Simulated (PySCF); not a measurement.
A structure optimised at B3LYP-D3(BJ)/def2-SVP, used in a PySCF frequency run:

```
Nb
F 1 1.7974
F 1 1.7974 2 109.47
F 1 1.7974 2 109.47 3 -120.00
F 1 1.7974 2 109.47 3 120.00
```
Charge +1, spin multiplicity 1.

Question: Write its SMILES, formula and point group.

Answer: [F][Nb+]([F])([F])[F], F₄Nb, Td

Question: What are its rotational constants (standard atomic weights)?

Answer: 3.0877, 3.0877, 3.0877 GHz
